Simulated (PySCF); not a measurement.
Excitation energy of O+ by level of theory

O+ [He] 2s2 2p3 (4S) → O+ [He] 2s2 2p2 3s1 (4P), as a difference of total energies. Calculation: PySCF 2.14, in x2c-QZVPPall with one added diffuse shell each of s, p, d, f type (8s5p4d3f1g, 73 functions); the spin-free X2C one-electron Hamiltonian (Gaussian nucleus). Correlated levels: valence and next inner shell: nothing frozen. The calculations carry no spin-orbit coupling.

| method | excitation energy (eV) |
| --- | --- |
| UHF | 22.773 |
| MP2 (valence and next inner shell) | 23.208 |
| SCS-MP2 (valence and next inner shell) | 22.988 |
| CCSD (valence and next inner shell) | 23.010 |
| CCSD(T) (valence and next inner shell) | 22.991 |

**Question.** How much does correlation contribute at CCSD(T) (valence and next inner shell)?

**Answer.** 22.991 − (22.773) = 0.218 eV, measured against UHF.

Errors of the correlated levels include the incompleteness of this basis.

For comparison: 22.987 eV (measured; NIST levels, between the centres of gravity of the two terms).
